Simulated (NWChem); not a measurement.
## Total energies of H2INSi

```xyz
5

Si     1.1635     1.3106     0.0000
I     -0.7467    -0.3659     0.0000
N      2.4856     0.1919     0.0000
H      2.4369    -0.8330     0.0000
H      3.4526     0.5353     0.0000
```
Charge 0, spin multiplicity 1.

The numbers come from NWChem runs, not from measurements. All single points use one geometry, from PBE/def2-SVP with def2 effective core potentials on I, a minimum by its harmonic frequencies. It is one conformer; others weren't searched.

Basis set: def2-TZVP (130 functions).

```tsv
method	total energy (Ha)	relative cost
RHF	-641.28760	1
MP2	-642.09149	under 3
B2PLYP	-642.90528	5
PBE	-643.01293	under 3
B3LYP	-643.35402	under 3
LDA (SVWN5)	-641.22997	under 3
```

Total energies of different functionals aren't comparable as a measure of quality: only differences taken within one method are. Costs are rough ratios of processor time within this set of runs, SCF included, with RHF as 1.

Effective core potentials replace the inner electrons of I; spin-orbit coupling is left out. The correlated methods keep 10 core orbitals frozen. B3LYP has NWChem's definition, with VWN1-RPA local correlation. The structure started from a generated list of species.
